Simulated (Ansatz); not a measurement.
```yaml
crystal:
  periodic: [false, false, false]
  atoms:
    - {symbol: B, position_ang: [0.701118, 0.932210, -0.377183]}
    - {symbol: Cl, position_ang: [1.960030, 1.287152, -1.535126]}
    - {symbol: Cl, position_ang: [0.072735, 2.310514, 0.584942]}
    - {symbol: C, position_ang: [0.141261, -0.498254, -0.289056]}
    - {symbol: C, position_ang: [-0.916386, -0.847442, 0.617552]}
    - {symbol: H, position_ang: [0.589331, -1.211279, -0.883485]}
    - {symbol: H, position_ang: [-1.352025, -0.059673, 1.247980]}
    - {symbol: H, position_ang: [-1.246960, -1.881267, 0.627142]}
basis:
  gaussian: {orbitals: pcseg-2, final_grid: {core_spheres: 20, valence_spheres: 16, degree: 47}}
hamiltonian: {xc: {name: PBEsol}, dispersion: d3bjatm}
scf: {omitted_lower_state_checks: [starts]}
output: {forces: true}
```

```sh
$ ansatz run in.yaml --threads 2 --pin off --events-out ev --progress --plain --max-ram 4352MiB
```

Shortened log:

```
Functional definition: PBEsol
1194 factors; their error is unknown
mean field evaluation 1: about -27773.9993 eV, gradient 6.3e1 eV
mean field evaluation 2: about -27750.3568 eV, gradient 1.1e2 eV
mean field evaluation 4: about -27783.0982 eV, gradient 2.0e1 eV
mean field evaluation 8: about -27784.2671 eV, gradient 1.1e-1 eV
mean field evaluation 16: about -27784.2134 eV, gradient 7.1e-3 eV
mean field -27784.21339441 eV, -1021.0510094284 hartree, gradient 4.7e-5 eV, S^2 0.000000; 0 other end points of the search recorded, 0 dependent functions left out
reference -27784.21343714 eV, -1021.0510109988 hartree; 27, 27 occupied and 173, 173 virtual orbitals, 1194 factors
Total energy: -27784.29789335 eV, -1021.0541147073 hartree
Atom 0 at     0.701118     0.932210    -0.377183 Å, force    -0.498824     0.454116     0.244795 eV/Å
Atom 1 at     1.960030     1.287152    -1.535126 Å, force     0.160963     0.018296    -0.053293 eV/Å
Atom 2 at     0.072735     2.310514     0.584942 Å, force     0.214258    -0.650209    -0.293551 eV/Å
Atom 3 at     0.141261    -0.498254    -0.289056 Å, force    -3.582807     1.435542     4.055289 eV/Å
Atom 4 at    -0.916386    -0.847442     0.617552 Å, force     3.192573     1.188346    -2.765296 eV/Å
Atom 5 at     0.589331    -1.211279    -0.883485 Å, force     0.882228    -1.982315    -1.417120 eV/Å
Atom 6 at    -1.352025    -0.059673     1.247980 Å, force    -0.043699    -0.293496    -0.039590 eV/Å
Atom 7 at    -1.246960    -1.881267     0.627142 Å, force    -0.324693    -0.170281     0.268765 eV/Å
Dipole moment:    -0.187912    -0.388585     0.079843 e Å
Checks for a lower state left out: starts
```

Hardware: 2 threads of Intel Xeon 6975P-C on a shared host. Wall time 3.2 s.
